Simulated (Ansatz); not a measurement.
`[SiH3]C1C=C1` and `CC1C=C1` differ in one atom or group.

Ansatz, PBE0-D4/def2-TZVP geometries, multiplicity 1. 

| property | `[SiH3]C1C=C1` |
| --- | --- |
| size of the dipole moment (B3LYP/def2-TZVPP) / D | 1.35 |
| HOMO–LUMO gap (ωB97M-V/def2-TZVPP) / eV | 10.95 |
| HOMO energy (B3LYP/def2-TZVPP) / eV | -6.80 |
| HOMO–LUMO gap (PBE0/def2-TZVPP) / eV | 6.68 |
| HOMO energy (PBE/def2-TZVPP) / eV | -5.90 |
| LUMO energy (ωB97M-V/def2-TZVPP) / eV | 1.75 |

Task: Give the same properties after the change, and the shifts. (An estimate is asked.)

Result: Ansatz gave: 
```
                                        property  `CC1C=C1`  shift
size of the dipole moment (B3LYP/def2-TZVPP) / D       0.36  -0.99
         HOMO–LUMO gap (ωB97M-V/def2-TZVPP) / eV      11.70   0.75
             HOMO energy (B3LYP/def2-TZVPP) / eV      -7.00  -0.20
            HOMO–LUMO gap (PBE0/def2-TZVPP) / eV       7.32   0.64
               HOMO energy (PBE/def2-TZVPP) / eV      -6.08  -0.18
           LUMO energy (ωB97M-V/def2-TZVPP) / eV       2.24   0.49
```

With PBE0 the HOMO falls by 0.21 eV and the LUMO rises by 0.43 eV, so the gap widens by about 0.64 eV. PBE moves the HOMO by -0.18 eV and ωB97M-V by -0.26 eV. Dipoles are sizes alone; their direction can turn.

B3LYP here is the variant with VWN-RPA as its local correlation; programs differ in this.
